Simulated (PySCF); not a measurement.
Part of a log for `CO[Si](C=C)(C=C)OC` (Si(vinyl)2(OMe)2): ground state, then the species with a core hole.

Computed, not measured: PySCF 2.14.0, delta-SCF UKS SCAN, pcX-2 on the ionised atom, pcseg-1 elsewhere, spin-free X2C. Atoms in this output count from 0. The cycles run on a coarse integration grid; for E(ground) and E(ion) the exchange–correlation energy is redone on a finer one, so they differ from the last cycle, and only they enter the binding energy.

```
ground state, core basis on atom 2 (C), 221 functions
  cycle   1  E = -676.30694549  |g| = 6.06e-02
  cycle   2  E = -676.30618945  |g| = 5.91e-02
  cycle   3  E = -676.30668811  |g| = 4.01e-02
  cycle   4  E = -676.30713645  |g| = 2.85e-03
  cycle   5  E = -676.30713738  |g| = 9.60e-04
  cycle   6  E = -676.30713711  |g| = 2.92e-04
  E(ground) = -676.36169174 Eh
hole in C 1s of atom 2
  cycle   1  E = -665.05613174  |g| = 1.50e+00
  cycle   2  E = -663.08666106  |g| = 2.18e+00
  cycle   3  E = -665.25970346  |g| = 8.75e-01
  cycle   4  E = -665.56236397  |g| = 4.10e-01
  ...
  cycle  12  E = -665.63952878  |g| = 9.40e-04
  cycle  13  E = -665.63953105  |g| = 5.92e-04
  cycle  14  E = -665.63953093  |g| = 4.84e-04
  E(ion) = -665.69295813 Eh   <S^2> = 0.8008   hole on atom = 1.000
```

Q: What is the C 1s binding energy of atom 2?

A: (-665.692958 − (-676.361692)) Eh × 27.2114 eV/Eh = 290.31 eV, for the carbon bonded to C and 2 H.

```
ground state, core basis on atom 0 (Si), 232 functions
  cycle   1  E = -676.22768401  |g| = 9.42e-01
  cycle   2  E = -675.86822643  |g| = 1.64e+00
  cycle   3  E = -676.40310883  |g| = 2.37e-01
  cycle   4  E = -676.41643691  |g| = 5.14e-02
  cycle   5  E = -676.41702721  |g| = 2.22e-02
  cycle   6  E = -676.41711707  |g| = 1.22e-02
  cycle   7  E = -676.41715646  |g| = 1.67e-03
  cycle   8  E = -676.41715811  |g| = 1.24e-03
  cycle   9  E = -676.41715622  |g| = 3.52e-04
  E(ground) = -676.43018162 Eh
hole in Si 1s of atom 0
  cycle   1  E = -607.47485485  |g| = 4.35e+00
  cycle   2  E = -607.08122454  |g| = 2.41e+00
  cycle   3  E = -607.56591744  |g| = 1.28e+00
  cycle   4  E = -608.35529554  |g| = 5.67e-01
  ...
  cycle   9  E = -608.53457760  |g| = 3.61e-03
  cycle  10  E = -608.53458591  |g| = 9.48e-04
  cycle  11  E = -608.53458507  |g| = 4.82e-04
  E(ion) = -608.55441945 Eh   <S^2> = 0.7520   hole on atom = 1.000
```

Q: What is the Si 1s binding energy of atom 0?

A: (-608.554419 − (-676.430182)) Eh × 27.2114 eV/Eh = 1846.99 eV, for the silicon bonded to 2 C and 2 O.

```
ground state, core basis on atom 1 (C), 221 functions
  cycle   1  E = -676.30783427  |g| = 6.48e-02
  cycle   2  E = -676.30766319  |g| = 4.39e-02
  cycle   3  E = -676.30781770  |g| = 3.43e-02
  cycle   4  E = -676.30806882  |g| = 9.16e-03
  cycle   5  E = -676.30809256  |g| = 2.09e-03
  cycle   6  E = -676.30809454  |g| = 6.00e-04
  cycle   7  E = -676.30809128  |g| = 1.02e-04
  E(ground) = -676.36268538 Eh
hole in C 1s of atom 1
  cycle   1  E = -665.07270162  |g| = 1.51e+00
  cycle   2  E = -662.97253883  |g| = 2.20e+00
  cycle   3  E = -665.32556261  |g| = 7.81e-01
  cycle   4  E = -665.58085066  |g| = 4.03e-01
  ...
  cycle  11  E = -665.65578177  |g| = 1.46e-03
  cycle  12  E = -665.65578639  |g| = 9.94e-04
  cycle  13  E = -665.65578716  |g| = 4.49e-04
  E(ion) = -665.70909248 Eh   <S^2> = 0.8013   hole on atom = 1.000
```

Q: What is the C 1s binding energy of atom 1?

A: (-665.709092 − (-676.362685)) Eh × 27.2114 eV/Eh = 289.90 eV, for the carbon bonded to C, Si and H.

The ground state is recomputed for each atom, because the flexible core basis sits on the ionised atom alone; energies of different blocks can't be mixed. The structure is a single PBE0-D3(BJ)/def2-SVP conformer in the gas phase; no vibrational or solvent corrections.

Time: 59 s wall, 2.6 min CPU; peak memory 1.0 GiB. Hardware: Intel Xeon at 2.60 GHz, 2 threads, on a shared host.
Labels such as C1 count atoms from 1, the log's own numbers from 0.
